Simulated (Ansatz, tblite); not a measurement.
Forces on the cluster Cu₄Te₂⁺ at its PBE-D4/def2-SVP geometry. Total charge 1; doublet.

In the def2 sets Te takes a core potential; there is no spin–orbit coupling. The xTB rows come from tblite. No other spin state of charge 1 was run. Another isomer (doublet) lies 0.46 eV lower at PBE0-D4/def2-SVP; other spin states weren't run for this one.

GFN1-xTB (tblite), largest force 0.66 eV/Å:

```xyz
6
positions Å, forces eV/Å
Cu   -1.072   -0.353    0.247    0.205    0.169   -0.142
Cu    0.424    1.664    0.258   -0.087   -0.257   -0.236
Cu   -0.201   -1.896    1.918    0.222    0.252   -0.240
Cu    0.597   -0.229   -1.620   -0.122    0.226    0.252
Te   -1.304    1.424   -1.561    0.362   -0.374    0.411
Te    1.557   -0.611    0.758   -0.581   -0.015   -0.044
```

GFN2-xTB (tblite), largest force 0.93 eV/Å:

```
Cu -0.774 -0.395 0.327
Cu 0.135 0.320 0.149
Cu -0.183 -0.227 0.214
Cu 0.181 -0.140 -0.299
Te 0.089 0.216 -0.208
Te 0.552 0.226 -0.182
```

PBE-D4/def2-SVP (Ansatz), largest force 0.01 eV/Å:

```
Cu 0.002 0.001 0.002
Cu -0.001 -0.002 -0.002
Cu 0.004 0.009 -0.009
Cu 0.003 0.001 0.005
Te 0.000 -0.003 0.004
Te -0.008 -0.006 0.001
```
